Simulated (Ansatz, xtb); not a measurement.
**C2H4F2O2Si: which of two isomers lies lower**

Structure I is `COC(=O)[SiH](F)F`, a singlet and structure II is `F[SiH](F)O[C@@H]1CO1`, a singlet. Both are isolated molecules in the gas phase, relaxed with B3LYP-D3(BJ)/def2-SVP; the shapes shown needn't be the lowest conformers.

I (Å):

```xyz
11

C    -1.7737   -0.7835   -0.5828
C     0.4122   -0.5078    0.2689
F     1.0844   -0.8315    3.0542
F     1.9494   -2.6624    1.4146
O    -0.7595   -1.1520    0.3623
O     0.6577    0.3470   -0.5488
Si    1.6858   -1.0776    1.5760
H    -2.6458   -1.4052   -0.3504
H    -1.4286   -0.9711   -1.6104
H    -2.0225    0.2835   -0.4842
H     2.9539   -0.3445    1.4266
```

II (Å):

```xyz
11

C    -0.7252    0.0529    1.3555
C     0.6969    0.4104    1.3790
F    -2.3573    0.5520   -2.1665
F     0.1937    0.3274   -1.7677
O    -1.5270    0.3549    0.2736
O     0.2431   -0.9414    1.1486
Si   -1.2519   -0.1873   -1.2645
H    -1.3594   -1.6366   -1.4482
H    -1.3138   -0.0241    2.2784
H     1.2160    0.5712    2.3316
H     1.1211    0.9103    0.5010
```

Question: Estimate which is lower in electronic energy at CCSD(T)/def2-SVP + ΔMP2/def2-TZVPP, and by roughly how much.

Answer: Not settled: CCSD(T)/def2-SVP + ΔMP2/def2-TZVPP gives E(II) − E(I) = −17.8 kJ/mol, but this leans on the basis-set step: CCSD(T) alone gives +2.8 kJ/mol.

How the difference moves with the method:

```csv
level,geometry,E(II) − E(I) (kJ/mol),departure from the last row (kJ/mol),"job, with rough time for the two"
GFN2-xTB,GFN2-xTB,−111.0,−93.2,"optimisation, 0.88 s"
HF/STO-3G,GFN2-xTB,+11.3,+29.1,"single point, 0.79 s"
r2SCAN-D4/def2-SVP,GFN2-xTB,+7.0,+24.9,"single point, 4.5 s"
B3LYP-D3(BJ)/def2-SVP,B3LYP-D3(BJ)/def2-SVP,+9.7,+27.5,"optimisation, 61 s"
HF/def2-SVP,B3LYP-D3(BJ)/def2-SVP,+3.6,+21.5,part of the CCSD(T) run
MP2/def2-SVP,B3LYP-D3(BJ)/def2-SVP,−1.5,+16.3,part of the CCSD(T) run
CCSD(T)/def2-SVP,B3LYP-D3(BJ)/def2-SVP,+2.8,+20.6,single point
CCSD(T)/def2-SVP + ΔMP2/def2-TZVPP,B3LYP-D3(BJ)/def2-SVP,−17.8,,"single point, 81 s"
```

As drawn, II has 1 O–Si, 1 C–O, 1 C–C in place of 1 C=O, 1 C–Si. Structure I has no ring, II a 3-membered ring.

HF/STO-3G, r2SCAN-D4/def2-SVP, B3LYP-D3(BJ)/def2-SVP, HF/def2-SVP, CCSD(T)/def2-SVP put the two in the other order. MP2/def2-SVP finds them nearly level. The largest departure from CCSD(T)/def2-SVP + ΔMP2/def2-TZVPP is that of GFN2-xTB, 93.2 kJ/mol. The last row adds to CCSD(T) the change of the MP2 difference between the two basis sets, here −20.6 kJ/mol, a large step that makes the value less sure.

With thermal terms from frequencies at re-optimised GFN2-xTB minima (ideal gas, soft modes damped towards free rotors, one conformer each, 298.15 K, 1 atm): on the last row, ΔE + ΔZPE = −12.3, ΔH = −15.7, ΔG = −7.9 kJ/mol.

The correlated steps freeze 11 core orbitals. Mirror images aren't counted in ΔG. Programs: Ansatz 0.2.0, xtb 6.7.1; the last row on 2 threads of Intel(R) Xeon(R) Processor @ 2.70GHz on a shared host.
